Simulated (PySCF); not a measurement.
BI2, SMILES I[B+]I, charge +1. Atoms are numbered in the order given.

```xyz
3

B      0.0000     0.0000     0.0000
I      0.0000     0.0000    -1.9744
I      0.0000     0.0000     1.9744
```
Charge +1, spin multiplicity 1.

Geometry optimised at B3LYP-D3(BJ)/def2-TZVP. The def2 effective core potentials stand for the cores of I; spin–orbit coupling is left out.

Computed with B3LYP/def2-TZVPD (PySCF).

Gas-phase values at a fixed geometry.

* **total energy**: -620.19100 hartree
* **point group**: D∞h
* **highest occupied level**: -13.47 eV
* **lowest empty level**: -8.00 eV
* **orbital gap**: 5.47 eV
* **dipole moment about the centre of nuclear charge**: 0.00 D
* **mean static polarisability**: 75.2 bohr³ (11.15 Å³)
* **polarisability, principal values**: 51.2, 51.2, 123.3 bohr³
